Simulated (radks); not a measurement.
Valence configurations of the holmium ion Ho3+ (all share [Xe]). All-electron calculation, Dirac Kohn-Sham, LDA (Slater exchange, Perdew-Wang correlation), spin-unpolarised, spherical densities, finite nucleus; open shells are shared between the two j in proportion to 2j + 1; Fermi nuclear charge, rms radius 5.2022 fm. Program: a radial shooting solver on a logarithmic mesh with Libxc functionals. Energies are relative to 4f10; eigenvalues in eV.

valence          E (eV)  e(4f5/2)  e(4f7/2)  e(5d3/2)  e(5d5/2)  e(6p1/2)
4f10              0.000   -35.980   -34.927         -         -         -
4f9 6s1          15.692   -46.631   -45.511         -         -         -
4f9 6p1          21.891   -47.838   -46.718         -         -   -21.357
4f8 5d2          31.585   -51.480   -50.298   -29.351   -28.700         -
4f8 6p2          53.669   -60.712   -59.523         -         -   -23.636
4f8 5d1 6p1      41.871   -56.066   -54.880   -32.659   -31.955   -22.001
4f9 5d1          12.888   -43.384   -42.267   -27.428   -26.849         -
4f8 6s1 6p1      46.872   -59.552   -58.363         -         -   -23.091
4f9 5d0.5 6p0.5  17.246   -45.607   -44.488   -29.062   -28.460   -20.420

NIST lists [Xe] 4f10 as the ground configuration; this level of theory agrees among the configurations tried. The energies are those of spherical spin-averaged densities, not of single terms.
